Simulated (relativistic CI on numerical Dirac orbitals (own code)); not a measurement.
## Hyperfine structure of Gd XXXII, mass number 155

Computed by Dirac-Coulomb-Breit CI, separate exchange-only KLI orbitals for each configuration, QED by a radiative potential, unscaled Slater integrals (own radial code, finite nucleus).

CI space (outside the closed core [Ar] 3d10): 4s²4p³, 4s4p⁴, 4s²4p²4d, 4p⁵, 4s4p³4d, 4s²4p²4f, 4s4p³4f, 4p⁴4d, 4s4p²4d², 4s²4p4d4f, 4p⁴4f, 4s²4p4d², 4s²4d³, 4s4p4d³, 4s²4d²4f, 4s4p4d²4f, 4p³4d², 4p²4d³, 4p²4d²4f. Double excitations out of closed p, d and f shells are left out; levels of such configurations are missing from the list, as are those of other unlisted configurations, and high levels can miss mixing partners.

Nuclear spin I = 3/2, μ = -0.2591 μN, Q = 1.27 b (tables of Stone and Pyykkö). The electronic factors are computed for point nuclear moments, without core polarisation or the Bohr-Weisskopf and QED corrections.

```tsv
Level	E (cm⁻¹)	A (MHz)	B (MHz)
4s²4p³ ²D°5/2	343374	-12530	-103
4s²4p³ ²P°1/2	390218	-40540	
4s²4p³ ²P°3/2	702906	-5740	-84700
4s4p⁴ ⁴P5/2	883478	-27940	23800
4s4p⁴ ⁴P3/2	1212128	-17690	-59200
4s²4p²4d ⁴D1/2	1253867	-6816
```

Levels with J = 0, under 50 % of one LS term, or S terms without an open s electron are left out. Small factors come from cancelling terms and can be off by tens of per cent or more.

At this charge energies of transitions that change n are usually good to better than 1 %, and those within a shell (Δn = 0) to a few per cent.

Give the hyperfine levels of 4s²4p³ ²P°1/2 relative to its centre of gravity.

With K = F(F + 1) − I(I + 1) − J(J + 1), E = AK/2: F = 1: 50670, F = 2: -30400 MHz.

LS names give the leading component of a level, which can be under half, so a name can repeat, a term be missing and a line seem to break the LS rules.
